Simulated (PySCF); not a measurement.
A survey of ²⁹Si NMR shifts

Non-relativistic, single conformer, averaged over atoms made equivalent by symmetry, fast rotation or ring inversion, in vacuum. Structure optimised with GFN2-xTB; shielding tensors at PBE0/pcSseg-1 (GIAO); PySCF 2.14.0 with density-fitted response routines.

Shieldings were converted by a linear fit to measured shifts: ²⁹Si: δ = 279.94 − 0.822σ (rms 8.9 ppm, 72 shifts, 25.8 ppm with the 6 outliers that the fit left out vs TMS, solution or neat liquid). Occasional misses reach two or three times the rms, and more in compound classes unlike the fitted ones.

**Question.** Give the ²⁹Si shifts of `O[Si@]([SiH3])(O[SiH3])[SiH2]S[SiH3]`, `CC(/C=N/[SiH3])=C\C=O`, `C#C[Si@@](C)(N)OC=C`.

**Answer.** 
| compound | environment | δ (ppm) |
| --- | --- | --- |
| [OH:1][Si@:2]([SiH3:3])([O:4][SiH3:5])[SiH2:6][S:7][SiH3:8] | Si2: silicon bonded to 2 O, 2 Si | -1.2 |
| [OH:1][Si@:2]([SiH3:3])([O:4][SiH3:5])[SiH2:6][S:7][SiH3:8] | Si5: silicon bonded to O, 3 H | -42.9 |
| [OH:1][Si@:2]([SiH3:3])([O:4][SiH3:5])[SiH2:6][S:7][SiH3:8] | Si8: silicon bonded to S, 3 H | -50.3 |
| [OH:1][Si@:2]([SiH3:3])([O:4][SiH3:5])[SiH2:6][S:7][SiH3:8] | Si6: silicon bonded to S, Si, 2 H | -58.4 |
| [OH:1][Si@:2]([SiH3:3])([O:4][SiH3:5])[SiH2:6][S:7][SiH3:8] | Si3: silicon bonded to Si, 3 H | -107.9 |
| CC(/C=N/[SiH3])=C\C=O | silicon bonded to N, 3 H | -54.1 |
| C#C[Si@@](C)(N)OC=C | silicon bonded to 2 C, N, O | -33.2 |

**Question.** Match the shifts -5.5, -22.3, -33.6, -48.6, -58.2 ppm to `Cl[Si@@H]1COC[C@H](C2CC2)O1`, `CN1CCCN1[SiH3]`, `COc1ccn([SiH3])c1`, `C[C@]1(C#N)CC[SiH2]O1`, `O=CNC1=C[SiH2]CC1`.

**Answer.** -5.5: C[C@]1(C#N)CC[SiH2]O1 (silicon bonded to C, O, 2 H, in a 5-membered ring); -22.3: Cl[Si@@H]1COC[C@H](C2CC2)O1 (silicon bonded to C, Cl, O, H, in a 6-membered ring); -33.6: O=CNC1=C[SiH2]CC1 (silicon bonded to 2 C, 2 H, in a 5-membered ring); -48.6: COc1ccn([SiH3])c1 (silicon bonded to N, 3 H); -58.2: CN1CCCN1[SiH3] (silicon bonded to N, 3 H).
